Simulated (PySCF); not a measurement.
Structure problem from calculated spectra and properties.

Elements present: C, F, H and Si. Monoisotopic mass: 116.0458 u.

| Property | Result |
| --- | --- |
| NMR, other nuclei | isotropic shieldings of nuclei other than C and H, by class: 426 (1 F), 449 (1 Si) ppm [GIAO PBE0/pcSseg-1] |
| 13C NMR | chemical shifts (computed TMS as zero) by class: 119.0 (1 C), 83.7 (1 C), 80.0 (1 C), 34.5 (1 C), 18.5 (1 C) ppm [GIAO PBE0/pcSseg-1] |
| Polarisability | 87.8 au [wB97X-D/def2-SVPD] |
| UV, strongest line | among the 8 lowest singlet transitions: S6 at 8.35 eV (149 nm, f = 0.991) [TDDFT wB97X-D/def2-SVPD] |
| Dipole | 1.64 D [wB97X-D/def2-SVPD] |
| Triplet | lowest triplet excitation (Tamm–Dancoff): 5.17 eV [TDA wB97X-D/def2-SVPD] |
| Rotational structure | rotational constants A, B, C: 4.617, 0.758, 0.704 GHz [GFN2-xTB] |

The electronic properties come from PySCF, for the isolated species, density fitting. Levels stand in brackets. The structure is a single GFN2-xTB conformer in the gas phase; no vibrational or solvent corrections. Each NMR value is the plain mean over a class of atoms that symmetry, rotation or inversion makes alike.

Q: Which formula fits the mass and the elements?

A: C5H9FSi (calculated 116.0458). No other formula that holds each of these elements comes within 0.0003 u with a fitting electron parity and a possible valence count.

Q: Give a SMILES that accounts for the data.

A: Numbering: `[F:1][CH2:2][CH2:3][CH2:4][C:5]#[C:6][SiH3:7]`. Its formula, C5H9FSi, gives 2 degrees of unsaturation: 0 rings and 2 π bonds in the structure found. 5 carbons fall into 5 classes; from least to most shielded: alkyne carbon [C5] (119.0 ppm), sp3 C–F carbon [C2] (83.7 ppm), alkyne carbon [C6] (80.0 ppm), chain CH2 carbon [C3] (34.5 ppm), propargylic carbon [C4] (18.5 ppm). The other shieldings belong to: 426 ppm, alkyl fluorine [F1]; 449 ppm, SiH3 silicon [Si7]. The optimised geometry has point group C1 and is an asymmetric top. Structure: `FCCCC#C[SiH3]`. Computed isomers that give other values at the same levels: `CC1=C[Si@H](F)CC1` (13C chemical shifts (computed TMS as zero) by class: 178.6 (1 C), 128.5 (1 C), 38.3 (1 C), 26.3 (1 C), 15.0 (1 C) ppm); `C#CC[C@H](F)[SiH2]C` (13C chemical shifts (computed TMS as zero) by class: 90.5 (1 C), 84.1 (1 C), 79.2 (1 C), 26.6 (1 C), -9.4 (1 C) ppm); `C=C/C=C(/C)[SiH2]F` (13C chemical shifts (computed TMS as zero) by class: 151.7 (1 C), 145.4 (1 C), 142.4 (1 C), 125.9 (1 C), 26.1 (1 C) ppm). The assignments are read from this structure; whether some other isomer fits the data as well wasn't checked.

The values belong to the conformer `[F:1][CH2:2][CH2:3][CH2:4][C:5]#[C:6][SiH3:7]`: F1–C2–C3–C4 -68°, C2–C3–C4–C5 -67°.
